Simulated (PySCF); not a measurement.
## [C4H12BO4]-: core ionisation energies

C4H12BO4 (charge -1).
Cartesian coordinates in Å at the PBE0-D3(BJ)/def2-SVP level; atoms count from 1:
```xyz
21
C4H12BO4 angstrom
C     -0.7628   -1.9417   -1.2176
O     -0.7116   -0.5702   -1.1581
B     -0.0063   -0.0023   -0.0054
O     -0.0891    1.4595   -0.0914
C     -1.3545    1.9912   -0.1463
O     -0.6325   -0.5182    1.2156
C     -0.0709   -0.1061    2.3996
O      1.4100   -0.3814    0.0118
C      2.1654    0.0617   -1.0467
H     -1.3004   -2.2642   -2.1336
H     -1.2853   -2.3924   -0.3472
H      0.2464   -2.4105   -1.2476
H     -1.3011    3.0986   -0.1997
H     -1.9697    1.7362    0.7459
H     -1.9318    1.6413   -1.0282
H      0.9943   -0.4050    2.4989
H     -0.0929    0.9997    2.5272
H     -0.6223   -0.5444    3.2574
H      1.7965   -0.3130   -2.0280
H      2.1855    1.1692   -1.1285
H      3.2144   -0.2846   -0.9387
```

Computed with delta-SCF UKS SCAN, pcX-2 on the ionised atom, pcseg-1 elsewhere, spin-free X2C in PySCF. Each binding energy is the total energy of the core-ionised species, with the hole localised on one atom, minus that of the ground state; both are solved self-consistently, so orbital relaxation is included.

Question: List the computed XPS lines with their assignment.

Answer: 
```csv
atom(s),bonded to,level,binding energy (eV),count
C1/C5/C7/C9,O and 3 H,C 1s,287.31,4
O2/O4/O6/O8,C and B,O 1s,532.23,4
B3,4 O,B 1s,191.72,1
```

Question: Which effective nuclear charge Zeff reproduces each element's mean 1s value in the hydrogen-like formula E = 13.606 eV × Zeff²?

Answer: B (Z = 5): mean 191.7 eV, Zeff = 3.75, Z − Zeff = 1.25; C (Z = 6): mean 287.3 eV, Zeff = 4.60, Z − Zeff = 1.40; O (Z = 8): mean 532.2 eV, Zeff = 6.25, Z − Zeff = 1.75. Means run over the listed sites, weighted by atom count.

Question: Express the binding energy of B 1s of B3 in atomic units and per mole.

Answer: 191.72 eV = 7.0456 Eh = 18498 kJ/mol.

Atoms equivalent by their bonding share one computed value, that of the first of them. The species carries charge -1, so core ionisation leaves a neutral species. The basis sets have no added diffuse functions. The structure is a single PBE0-D3(BJ)/def2-SVP conformer in the gas phase; no vibrational or solvent corrections.
